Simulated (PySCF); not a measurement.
## The potential of point charges around `CC(C)(C)[SiH2]Cl`

Species: `CC(C)(C)[SiH2]Cl`. Coordinates (PBE0-D3(BJ)/def2-SVP, Å) and charges (e) from the PBE0/pcSseg-1 density (PySCF):

```
atom       x       y       z  Mulliken      IAO  Hirshfeld  ESP-fitted
  C1   1.846   1.187   2.375   -0.1866  -0.4071    -0.1172     -0.5113
  C2   1.989   0.331   1.115   -0.7563  -0.2106    -0.0586     +0.4775
  C3   0.984   0.778   0.048   -0.1983  -0.4073    -0.1132     -0.5203
  C4   1.787  -1.148   1.451   -0.1869  -0.4072    -0.1174     -0.5118
 Si5   3.717   0.578   0.383   +0.6992  +0.7747    +0.3425     +0.2012
 Cl6   5.146  -0.048   1.759   -0.3517  -0.3296    -0.1361     -0.2028
  H7   0.841   1.057   2.813   +0.1160  +0.1334    +0.0395     +0.1311
  H8   2.584   0.904   3.142   +0.1296  +0.1409    +0.0342     +0.1263
  H9   1.977   2.260   2.160   +0.1200  +0.1339    +0.0392     +0.1232
 H10   1.117   1.837  -0.228   +0.1218  +0.1345    +0.0402     +0.1296
 H11  -0.047   0.666   0.427   +0.1215  +0.1373    +0.0419     +0.1311
 H12   1.063   0.175  -0.871   +0.1220  +0.1350    +0.0402     +0.1293
 H13   0.778  -1.309   1.870   +0.1158  +0.1333    +0.0394     +0.1312
 H14   2.519  -1.497   2.195   +0.1301  +0.1412    +0.0338     +0.1273
 H15   1.882  -1.788   0.559   +0.1202  +0.1338    +0.0392     +0.1230
 H16   3.976   2.017   0.086   -0.0581  -0.1181    -0.0738     -0.0423
 H17   3.898  -0.233  -0.857   -0.0581  -0.1182    -0.0740     -0.0424
```

Points outside the species (Å): A (8.1, -3.0, 2.1); B (4.7, -3.1, -0.6); C (1.6, 3.8, -2.6); D (6.3, 2.6, 3.8); E (1.1, -3.6, 4.8).

Q: Find the potential V = 14.3996 V·Å × Σ q/r of each set of charges at these points.

A: In volts:

```tsv
point	nearest atom	distance (Å)	Mulliken	IAO	Hirshfeld	ESP-fitted
A	Cl6	4.19	-0.326	-0.249	-0.110	-0.220
B	H17	2.99	-0.045	+0.012	-0.016	-0.069
C	H10	3.12	+0.257	+0.226	+0.091	+0.147
D	Cl6	3.54	-0.335	-0.240	-0.107	-0.227
E	H14	3.64	-0.018	-0.045	-0.012	+0.017
```

Q: How far are the other sets from the ESP-fitted one at these points?

A: Root-mean-square difference: IAO 0.060 V, Hirshfeld 0.082 V, Mulliken 0.086 V. The ESP scheme fits charges at the nuclei, held to the total charge, to the electrostatic potential on points at 1.4 to 2.0 times the van der Waals radii.

Q: What energy would a point charge of +2 e have at D in the field of the ESP charges, leaving out polarisation?

A: -0.453 eV = -43.7 kJ/mol, an attraction.

Geometry: PBE0-D3(BJ)/def2-SVP; no solvent, vibrations or thermal averaging.

The values belong to the conformer `[CH3:1][C:2]([CH3:3])([CH3:4])[SiH2:5][Cl:6]`: C1–C2–Si5–Cl6 62°.
